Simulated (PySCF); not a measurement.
**Radial density of Pd³⁺ (palladium, charge +3)**

UHF, [Kr] 4d7, high-spin 4F determinant. All numbers are calculated (PySCF 2.14, scalar relativity by spin-free X2C-1e, in ANO-RCC-VTZP (7s6p4d2f1g, 68 functions)).

```csv
r (bohr),4πr²ρ (e/bohr),4πr²(ρα − ρβ)
0.0274,57.01,-0.0018
0.0461,50.04,0.0005
0.0776,68.09,0.0472
0.131,64.93,0.3049
0.220,50.51,0.6648
0.369,51.38,0.1618
0.621,15.95,0.7218
1.05,15.74,2.7611
1.76,3.720,1.1166
2.96,0.1897,0.0686
4.97,0.0001158,-0.0001
8.37,0.0002273,0.0001
```

Densities and radii are taken from the X2C orbitals without a picture-change correction, which distorts them close to the nucleus.
